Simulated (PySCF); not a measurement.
Dipole moment and polarisability of `CC#Cc1cnn(C)c1`

Compound: C₇H₈N₂.
Numbering: `[CH3:1][C:2]#[C:3][c:4]1[cH:5][n:6][n:7]([CH3:8])[cH:9]1` (hydrogens: H10, H11, H12 on C1; H13 on C5; H14, H15, H16 on C8; H17 on C9)

Geometry (GFN2-xTB, Å), atoms numbered from 1 in this order:
```
atom  x, y, z in Å
C1     3.9904   -0.8338    0.0327
C2     2.5907   -0.4721    0.0458
C3     1.4261   -0.1730    0.0541
C4     0.0649    0.1786    0.0254
C5    -0.6015    0.9546   -0.9470
N6    -1.8811    1.0703   -0.6604
N7    -2.0739    0.3963    0.4703
C8    -3.3849    0.3042    1.0436
C9    -0.9338   -0.1601    0.9234
H10    4.4751   -0.4975    0.9497
H11    4.4860   -0.3689   -0.8200
H12    4.0960   -1.9165   -0.0455
H13   -0.1896    1.4175   -1.8209
H14   -3.3158   -0.1041    2.0500
H15   -3.8362    1.2961    1.0798
H16   -4.0223   -0.3409    0.4341
H17   -0.8971   -0.7386    1.8245
```

Level: CAM-B3LYP/def2-SVPD (PySCF), static field, nuclei fixed, core orbitals frozen in the response. The polarisability tensor in these axes (au):

```
x   149.78 -16.05  -8.23
y   -16.05  70.78  -9.13
z    -8.23  -9.13  78.00
```

Problem. Diagonalise the tensor; give its mean and Δα, where Δα² is half the sum of the squared differences of the eigenvalues.

Solution. Principal values 60.96, 84.15 and 153.46 au; mean 99.52 au = 14.75 Å³ = 16.41 × 10⁻⁴⁰ C²·m²/J; Δα = 83.36 au (84 % of the mean).

Problem. What is the dipole moment, and where does it point?

Solution. (-0.19, -1.28, 1.99) D, 2.37 D in size, pointing from the negative to the positive side. Measured along this direction, the outermost atoms are H13 at the negative end and H14 and H17 at the positive end.

Problem. Traceless (Buckingham) quadrupole moment about the centre of nuclear charge: eigenvalues?

Solution. -8.68, -8.29, 16.97 D·Å. The values depend on the origin, since the dipole doesn't vanish. The electronic extent ⟨r²⟩ about the same centre is 1683 bohr², a root-mean-square distance of 2.71 Å for the 64 electrons.

Problem. How large is μ²/3kT at 400 K beside α?

Solution. In Gaussian units μ²/3kT = 33.85 Å³ against 14.75 Å³, a ratio of 2.30; the Debye molar polarisation (4π/3)N_A(α + μ²/3kT) is 122.6 cm³/mol, leaving out the vibrational part.

Problem. Form Σ f/ω² (atomic units) for the 8 lowest TDDFT singlets, given as eV and f, and set it beside the mean polarisability, which is this sum over all singlets: 5.73, 0.2978; 6.00, 0.0003; 6.09, 0.0008; 6.17, 0.0309; 6.20, 0.0011; 6.62, 0.0072; 6.83, 0.0068; 7.01, 0.1557.

Solution. They add up to 9.94 au, 10.0 % of the 99.52 au; the largest single term is 6.72 au, from the state at 5.73 eV. Terms in order: 6.72, 0.01, 0.02, 0.60, 0.02, 0.12, 0.11, 2.35 au. Higher excitations give the rest. The strengths listed sum to 0.501.

Problem. What depolarisation ratio follows for Rayleigh scattering of linearly polarised light, taking the static tensor?

Solution. ρ = 3Δα²/(45ᾱ² + 4Δα²) = 20848.9/(445708 + 27798.5) = 0.044.

Isolated species at its GFN2-xTB geometry, gas phase.
